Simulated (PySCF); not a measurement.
A calculated (LDA, PySCF 2.14, Sapporo-DKH3-DZP-2012, scalar relativity by spin-free X2C-1e) atom or ion has these occupied shells.

```json
{"shell": "1s α", "electrons": "1", "orbital energy (eV)": "-8191.3", "rms radius, mean of both spins (bohr)": "0.0625"}
{"shell": "1s β", "electrons": "1", "orbital energy (eV)": "-8191.2", "rms radius, mean of both spins (bohr)": "0.0625"}
{"shell": "2s α", "electrons": "1", "orbital energy (eV)": "-982.75", "rms radius, mean of both spins (bohr)": "0.266"}
{"shell": "2s β", "electrons": "1", "orbital energy (eV)": "-982.20", "rms radius, mean of both spins (bohr)": "0.266"}
{"shell": "2p α", "electrons": "3", "orbital energy (eV)": "-847.50", "rms radius, mean of both spins (bohr)": "0.239"}
{"shell": "2p β", "electrons": "3", "orbital energy (eV)": "-847.08", "rms radius, mean of both spins (bohr)": "0.239"}
{"shell": "3s α", "electrons": "1", "orbital energy (eV)": "-114.34", "rms radius, mean of both spins (bohr)": "0.801"}
{"shell": "3s β", "electrons": "1", "orbital energy (eV)": "-113.25", "rms radius, mean of both spins (bohr)": "0.801"}
{"shell": "3p α", "electrons": "3", "orbital energy (eV)": "-75.273", "rms radius, mean of both spins (bohr)": "0.855"}
{"shell": "3p β", "electrons": "3", "orbital energy (eV)": "-74.217", "rms radius, mean of both spins (bohr)": "0.855"}
{"shell": "3d α", "electrons": "5", "orbital energy (eV)": "-13.767", "rms radius, mean of both spins (bohr)": "1.26"}
{"shell": "3d β", "electrons": "4", "orbital energy (eV)": "-12.808", "rms radius, mean of both spins (bohr)": "1.26"}
```

Question: Name the element and its charge.

Answer: Ni+ (nickel, charge +1), in [Ar] 3d9, 2D determinant.
